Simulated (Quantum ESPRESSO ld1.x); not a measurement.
The numbers below are computed, except where a source is named.
All-electron atom: Au L in [Ar] 3d10 4s2. Code: ld1.x of Quantum ESPRESSO 7.5. Model: Dirac Kohn-Sham, PBE, spin-unpolarised, spherical densities, point nucleus. Some entries of the table are withheld. Estimate them.

orbital,occ.,eigenvalue (hartree),<1/r> (bohr^-1)
1s1/2,2,(1),95.85
2s1/2,2,-617.897,(2)
2p1/2,2,-596.820,(3)
2p3/2,4,-529.040,(4)
3s1/2,2,-213.872,8.830
3p1/2,2,-204.647,8.738
3p3/2,4,-189.024,7.609
3d3/2,4,(5),7.490
3d5/2,6,(6),7.233
4s1/2,2,(7),4.321
4p1/2,0,-100.939,4.253
4p3/2,0,-95.6034,3.862
5s1/2,0,-62.3956,2.571

Answer. 
(1) 1s1/2 eigenvalue (hartree): -3061.21
(2) 2s1/2 <1/r> (bohr^-1): 23.60
(3) 2p1/2 <1/r> (bohr^-1): 23.53
(4) 2p3/2 <1/r> (bohr^-1): 19.18
(5) 3d3/2 eigenvalue (hartree): -174.179
(6) 3d5/2 eigenvalue (hartree): -170.765
(7) 4s1/2 eigenvalue (hartree): -104.918
